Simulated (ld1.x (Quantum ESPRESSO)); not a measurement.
**An all-electron radial function and its pseudo partner (caesium)**

Columns: radius, all-electron u(r) and pseudo u(r) of the 6s shell (level -2.23 eV) of caesium in the configuration [Kr] 4d10 5s2 5p6 5d0 6s1 6p0; LDA (PZ), scalar-relativistic, TM scheme, ld1.x (Quantum ESPRESSO) 7.5.

```
r (bohr)  all-electron   pseudo
   0.210        0.0857  -0.0282
   0.420       -0.0800  -0.0545
   0.630       -0.1089  -0.0772
   0.840        0.0240  -0.0950
   1.050        0.1492  -0.1076
   1.260        0.2080  -0.1157
   1.470        0.2035  -0.1214
   1.680        0.1557  -0.1269
   1.890        0.0835  -0.1352
   2.100        0.0016  -0.1488
   2.310       -0.0808  -0.1703
   2.520       -0.1581  -0.2016
   2.730       -0.2272  -0.2426
   2.940       -0.2868  -0.2899
   3.150       -0.3368  -0.3370
   3.360       -0.3775  -0.3775
   3.570       -0.4097  -0.4097
   3.780       -0.4343  -0.4343
   3.990       -0.4521  -0.4521
   4.200       -0.4640  -0.4640
   4.410       -0.4709  -0.4709
   4.620       -0.4735  -0.4735
   4.830       -0.4722  -0.4722
   5.040       -0.4678  -0.4678
   5.250       -0.4607  -0.4607
   5.460       -0.4514  -0.4514
```

Task: How many radial nodes do the two functions have?

Result: The all-electron 6s function has n − l − 1 = 5 (the table is too coarse to show those close to the nucleus); the pseudo-wave has 0, since the states of the same l below it are removed with the core.

Task: At about which radius was the pseudo-wave matched?

Result: 3.40 bohr. The columns agree to 0.0005 from 3.15 bohr on; several derivatives are matched, so the curves merge somewhat inside the radius.

Task: Where does each function peak?

Result: Outermost all-electron maximum near 4.62 bohr, pseudo maximum near 4.62 bohr (to the table’s step).

Task: Is the pseudo-wave norm-conserving?

Result: Yes: the TM scheme keeps the norm inside the radius equal to the all-electron one, which fixes the energy derivative of the logarithmic derivative at the level.
